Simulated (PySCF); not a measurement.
MH3+ across group 4

Level: PBE0, basis family def2-TZVP, scalar-relativistic core potentials from Rb on and no relativity for lighter atoms.

Each entry is the lowest minimum that a search over a few typed start shapes (and spin states, where more than one is plausible) found, or that minimum re-optimised at the stated level; isomers with ligand–ligand bonds, or fragments after loss of a ligand pair, can lie lower. Open shells are unrestricted; no spin–orbit coupling; PySCF with density fitting.

| molecule | 2S+1 | point group | mean bond to the central atom (Å) | lowest ω (cm⁻¹) | dipole (D) | polar-tensor charge of the central atom |
| --- | --- | --- | --- | --- | --- | --- |
| TiH₃⁺ | 1 | C3v | 1.621 | 134 | 3.74 | 1.30 |
| ZrH₃⁺ | 1 | C3v | 1.788 | 415 | 3.23 | 1.81 |
| HfH₃⁺ | 1 | C3v | 1.787 | 500 | 3.65 | 1.73 |

The bond lengthens or stays about the same; the largest change, 0.167 Å, falls between TiH₃⁺ and ZrH₃⁺ among the members listed.

The 4d and 5d members differ by only 0.001 Å, the mark of the lanthanide contraction and relativistic shrinkage of 6s.

Spin–orbit coupling can matter for HfH₃⁺.

Left out of the table are members whose search was unfinished or whose lowest solution was spin-contaminated, unstable, very soft or bonded differently.
